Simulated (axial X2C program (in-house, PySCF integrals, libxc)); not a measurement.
## Nuclear properties of AuO⁻

Calculated with an in-house all-electron X2C program for linear molecules (integrals from PySCF): two-component X2C with atomic mean-field Coulomb and Gaunt terms, Gaussian nuclei, basis Au dyall-acv3z, O dyall-av3z with contracted cores.

R = 1.845 Å (near the PBE0 minimum at charge -1 of the determinant lowest at the starting distance; the state shown can have its own minimum elsewhere).

Input and command:
```json
{"zs": [79, 8], "q": -1, "bas": ["dyall-acv3z", "dyall-av3z"], "r0": 1.78, "levels": ["PBE0", "HF", "r2SCAN", "BHandHLYP", "PBE"], "nst": 3}
```
```bash
python soeom.py task.json out
```

Keys: zs atomic numbers; q charge; bas basis sets; r0 starting distance in Å; levels methods; nst determinants followed.

Determinant lowest in the PBE0 search, Ω = 0 (closed shell), highest spinor 61% O p, 26% Au d, 8% Au p:

```tsv
level	qzz Au (a.u.)	qzz O (a.u.)
PBE0	4.54	2.46
HF	1.71	2.80
r2SCAN	5.25	2.52
BHandHLYP	3.59	2.64
PBE	5.60	2.33
```

qzz is the electric field gradient, eQq0 = 234.96 MHz × Q/barn × qzz. The operators were transformed with the bare-nucleus X2C matrices; with these basis sets, hyperfine constants and field gradients can be off by tens of per cent, and where levels differ in sign neither size nor sign is settled.

Task: With Q(17O) = -0.02558 barn (Q from Pyykkö, Mol. Phys. 2018), turn the PBE0 values of the first state into constants in MHz.

Result: eQq0(17O) = 234.96 × (-0.02558) × (2.46) = -14.8 MHz.

Each state is one determinant with collinear spin. For an anion, determinants above electron detachment, or with a positive highest level, are held by the basis set. At HF a later determinant lies lower. States lie within half an eV, so the first need not be the ground state. Further determinants of the search, some of them spin-mixed, are not shown. Where a field gradient or hyperfine factor spreads by more than a factor of two over the levels, a constant derived from it is not to be relied on.
